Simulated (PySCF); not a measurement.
SMILES O[B]O (H2BO2), doublet, B3LYP/def2-SVP optimised geometry.

```
5

O     -1.31     0.08     0.00
B     -0.46    -0.96     0.00
O      0.89    -0.96     0.00
H     -0.89     0.96     0.00
H      1.31    -0.08     0.00
```

Density from unrestricted B3LYP/def2-TZVP (PySCF 2.14.0) at that geometry.

Minimum of the electron density along straight lines between bonded atoms, close to the bond critical point (lines longer than 1.1 times the sum of covalent radii, or with two minima, are not listed):

```csv
bond,length / Å,ρ at the minimum / e bohr⁻³,∇²ρ there / e bohr⁻⁵,position (fraction from the first atom)
O1–B2,1.347,0.216,0.99,0.67
B2–O3,1.347,0.216,0.99,0.33
O1–H4,0.975,0.344,-2.23,0.80
O3–H5,0.975,0.344,-2.23,0.80
```
